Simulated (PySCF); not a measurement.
FGeH₅SSi. Atoms are numbered in the order given.

```xyz
9

Si     1.8441     0.0460    -0.1445
F      1.4259    -0.4030    -1.6567
S      0.2329     1.1071     0.7181
Ge    -1.3297    -0.3865     0.1536
H      2.1468    -1.2088     0.5872
H      3.0162     0.9516    -0.2094
H     -2.4521    -0.2315     1.1837
H     -1.8347    -0.0895    -1.2598
H     -0.7025    -1.7846     0.2275
```
Charge 0, spin multiplicity 1.

Coordinates come from a ωB97X-D3(BJ)/def2-SVP optimisation. This is a generated structure with no PubChem entry under its InChIKey; it may be hypothetical. The values are those of a single conformer.

All values below come from B3LYP/pcSseg-1 (PySCF).

GIAO shieldings, no solvent; atoms alike by connectivity are averaged. δ = σ(ref) − σ: ²⁹Si against TMS (σ = 338.7 ppm); ¹⁹F against CFCl3 (σ = 161.7 ppm); ³³S against H2S (σ = 695.8 ppm); ⁷³Ge against GeH4 (σ = 1631.8 ppm); ¹H against TMS (σ = 31.68 ppm), references at their B3LYP-D3(BJ)/def2-TZVP geometries, non-relativistic.

| nucleus | atoms | count | δ (ppm) |
|---|---|---|---|
| ²⁹Si | Si1 | 1 | 8.8 |
| ¹⁹F | F2 | 1 | -195.0 |
| ³³S | S3 | 1 | -48.6 |
| ⁷³Ge | Ge4 | 1 | 175.0 |
| ¹H | H5, H6 | 2 | 5.72 |
| ¹H | H7, H8, H9 | 3 | 4.99 |
